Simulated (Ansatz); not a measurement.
Zn6Se4Cl4. The state is a singlet with charge 0. Geometry PBE-D4/def2-SVP; atoms count from 1.

```xyz
14

Se    0.838    2.365   -0.265
Se    1.955   -0.968    2.287
Se    0.036   -1.793   -0.874
Se   -2.401    0.131    1.768
Zn    0.097    1.353   -2.327
Zn    1.799   -2.846    0.796
Zn    1.404    0.091    0.107
Zn   -1.135    2.220    1.216
Zn   -0.383   -1.141    1.659
Zn   -1.821   -0.224   -0.526
Cl    1.285    0.483   -3.888
Cl    2.473   -4.792    0.267
Cl   -1.865    4.035    2.103
Cl   -2.281    1.087   -2.323
```

Single mean-field runs in def2-TZVP are fitted with def2-universal-jkfit.

(1) Estimate the Mulliken populations from the PBE0/def2-TZVP orbitals of Ansatz.

(2) And the Mayer bond orders between heavy atoms (over 0.3)?

Results:

(1) 
```csv
atom,charge (e),d electrons
Se1,-0.31,–
Se2,-0.30,–
Se3,-0.36,–
Se4,-0.34,–
Zn5,0.48,10.12
Zn6,0.43,10.08
Zn7,0.48,10.07
Zn8,0.46,10.08
Zn9,0.36,10.07
Zn10,0.51,10.10
Cl11,-0.38,–
Cl12,-0.36,–
Cl13,-0.38,–
Cl14,-0.29,–
```
Mulliken values depend strongly on the basis.

(2) Se1–Zn5 0.81 (2.41 Å); Se1–Zn7 0.77 (2.37 Å); Se1–Zn8 0.68 (2.47 Å); Se2–Zn6 0.86 (2.40 Å); Se2–Zn7 0.64 (2.49 Å); Se2–Zn9 0.74 (2.43 Å); Se3–Zn6 0.40 (2.65 Å); Se3–Zn7 0.58 (2.53 Å); Se3–Zn9 0.48 (2.65 Å); Se3–Zn10 0.64 (2.46 Å); Se4–Zn8 0.59 (2.50 Å); Se4–Zn9 0.85 (2.39 Å); Se4–Zn10 0.80 (2.39 Å); Zn5–Cl11 0.97 (2.15 Å); Zn5–Cl14 0.50 (2.39 Å); Zn6–Cl12 1.03 (2.13 Å); Zn8–Cl13 1.02 (2.15 Å); Zn10–Cl14 0.64 (2.27 Å).
